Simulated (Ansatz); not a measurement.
Cost and result for the atomization energy of CH7AlO4Si (14 atoms, 15 bonds).

| atom | x (Å) | y (Å) | z (Å) |
| --- | --- | --- | --- |
| C1 | 0.9672 | -1.2081 | 1.9972 |
| Al2 | -0.4848 | -0.9590 | 0.7218 |
| O3 | -1.0514 | 0.7256 | 0.4896 |
| Si4 | -0.5138 | 1.0146 | -0.9812 |
| O5 | -1.5222 | 1.0302 | -2.2507 |
| O6 | 0.4697 | 2.2966 | -1.1522 |
| O7 | 0.3074 | -0.4844 | -1.0849 |
| H8 | 0.5938 | -1.1954 | 3.0267 |
| H9 | 1.4685 | -2.1709 | 1.8560 |
| H10 | 1.7272 | -0.4247 | 1.9211 |
| H11 | -1.5492 | -2.0982 | 0.4139 |
| H12 | -1.6593 | 1.8685 | -2.6937 |
| H13 | 0.9251 | 2.5942 | -0.3626 |
| H14 | 0.3218 | -0.9889 | -1.9009 |

The species carries charge 0 and has multiplicity 1. The bonds changed during the relaxation, so this is another structure than the one it started from. All single points use the PBE0-D4/def2-TZVP geometry. It is one conformer, not always the lowest. Program: Ansatz. All runs use 2 threads of an AMD EPYC 7R13 on a shared host and a share of an NVIDIA H100 80 GB. Times are those of one run each, without the atoms' runs, and a repeat can differ threefold. Electronic energies, without spin–orbit coupling; frozen cores. CCSD(T)/CBS adds CCSD(T) − MP2 in def2-TZVPP to the MP2 limit, and its time is that of the two runs behind it. T1 = 0.011. B3LYP takes the VWN-RPA correlation (the form of Gaussian; ORCA's B3LYP/G).

CCSD(T)/CBS is a level of theory with its own doubt, some kJ/mol a heavy atom from the limit and from the frozen cores, so smaller differences don't rank the functionals.

| level | functions | wall time |
| --- | --- | --- |
| PBE-D4/def2-TZVPP (with forces) | 337 | 4.8 s |
| PBE0-D4/def2-TZVPP | 337 | 4.9 s |
| B2PLYP/def2-TZVPP | 337 | 5.5 s |
| B3LYP-D4/def2-TZVPP (with forces) | 337 | 7 s |
| ωB97M-V/def2-TZVPP (with forces) | 337 | 7 s |
| r2SCAN-D4/def2-TZVPP (with forces) | 337 | 7.5 s |
| ωB97X-V/def2-TZVPP | 337 | 7.5 s |
| MP2/def2-QZVPP | 635 | 8.1 s |
| CCSD(T)/def2-TZVPP | 337 | 18 s |
| CCSD(T)/CBS(def2) | – | 26 s |

Task: What atomization energy does each give, and how far from CCSD(T)/CBS? (Best estimate.)

Result: Computed: 
```json
{"level": "PBE-D4/def2-TZVPP (with forces)", "atomization (kJ/mol)": "5676.7", "difference from CCSD(T)/CBS": "3.8", "per bond": "0.3"}
{"level": "PBE0-D4/def2-TZVPP", "atomization (kJ/mol)": "5567.4", "difference from CCSD(T)/CBS": "-105.5", "per bond": "-7.0"}
{"level": "B2PLYP/def2-TZVPP", "atomization (kJ/mol)": "5566.8", "difference from CCSD(T)/CBS": "-106.1", "per bond": "-7.1"}
{"level": "B3LYP-D4/def2-TZVPP (with forces)", "atomization (kJ/mol)": "5595.1", "difference from CCSD(T)/CBS": "-77.8", "per bond": "-5.2"}
{"level": "ωB97M-V/def2-TZVPP (with forces)", "atomization (kJ/mol)": "5656.5", "difference from CCSD(T)/CBS": "-16.4", "per bond": "-1.1"}
{"level": "r2SCAN-D4/def2-TZVPP (with forces)", "atomization (kJ/mol)": "5653.1", "difference from CCSD(T)/CBS": "-19.8", "per bond": "-1.3"}
{"level": "ωB97X-V/def2-TZVPP", "atomization (kJ/mol)": "5642.4", "difference from CCSD(T)/CBS": "-30.5", "per bond": "-2.0"}
{"level": "MP2/def2-QZVPP", "atomization (kJ/mol)": "5756.0", "difference from CCSD(T)/CBS": "83.1", "per bond": "5.5"}
{"level": "CCSD(T)/def2-TZVPP", "atomization (kJ/mol)": "5503.5", "difference from CCSD(T)/CBS": "-169.4", "per bond": "-11.3"}
{"level": "CCSD(T)/CBS(def2)", "atomization (kJ/mol)": "5672.9", "difference from CCSD(T)/CBS": "0.0", "per bond": "0.0"}
```

In def2-TZVPP, CCSD(T) changes the Hartree–Fock value by +1431.4 kJ/mol (the triples alone add +82.9 kJ/mol) and MP2 by +1581.7 kJ/mol; breaking electron pairs costs correlation energy, which Hartree–Fock lacks. From PBE to PBE0 (25 % exact exchange), in def2-TZVPP and without D4, the atomization energy moves by −104.4 kJ/mol: exact exchange takes away binding that semilocal exchange gives to molecules. The D4 term adds +53.0 kJ/mol with B3LYP and +28.1 kJ/mol with PBE0; it sums over pairs of atoms, weighted by their polarisabilities, and B3LYP, whose exchange is more repulsive, gets the larger term.
